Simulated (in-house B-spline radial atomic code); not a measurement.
Values are calculated unless marked as measured or tabulated.
## Ghost states of the separable form: Fe

Fe, [Ar] 3d6 4s2, non-relativistic PBE, spherical and spin-unpolarised, from an all-electron radial atomic-structure program (B-spline basis) (atomic units; all potentials screened as in the neutral atom).

Troullier-Martins channels: 4s (ε = -0.1911, r_c = 2.746 bohr), 3d (ε = -0.2858, r_c = 2.526 bohr). In the Kleinman-Bylander form one channel serves as the local potential, and each other channel l becomes |δV u><u δV|/<u|δV|u>, with δV = V_l − V_local and u the pseudo-orbital. Its strength is E_KB = <u|δV²|u>/<u|δV|u>. By the analysis of Gonze, Stumpf and Scheffler a spurious state lies below the reference level ε if E_KB > 0 and ε is above the second level of the local potential alone, or if E_KB < 0 and ε is above its first. The table's levels are those of angular momentum l in a sphere of 9 bohr, whose wall can lift a shallow ε a little above its free-atom value.

| local | channel | <u δV u> | <u δV² u> | ε | first local level | second local level |
| --- | --- | --- | --- | --- | --- | --- |
| s | d | -4.1818 | 28.134 | -0.2858 | 0.0978 | 0.3357 |
| d | s | 0.17513 | 1.4545 | -0.1906 | -5.7958 | -0.5167 |

Problem. Apply the rule to each row.

Solution. Local s, channel d: E_KB = -6.73, so ε = -0.2858 is set against 0.0978: no ghost. Local d, channel s: E_KB = +8.31, so ε = -0.1906 is set against -0.5167: a ghost.

Diagonalising the separable Hamiltonian gives:

```csv
local,channel,three lowest levels,"all-electron, two lowest valence levels"
s,d,"-0.2858, 0.1124, 0.3822","-0.2858, 0.1102"
d,s,"-1.6605, -0.1906, 0.0917","-0.1906, 0.0910"
```

Problem. Which choices of local channel are safe?

Solution. Free of ghosts: s. With d local the s channel has a ghost 1.47 hartree below ε, since the local potential binds more than one state below ε, and a repulsive term of rank one raises each level at most to the next, so it clears only one of them. Among the safe choices the second level, which tests transfer, is off by at most 2.1 millihartree (s local).
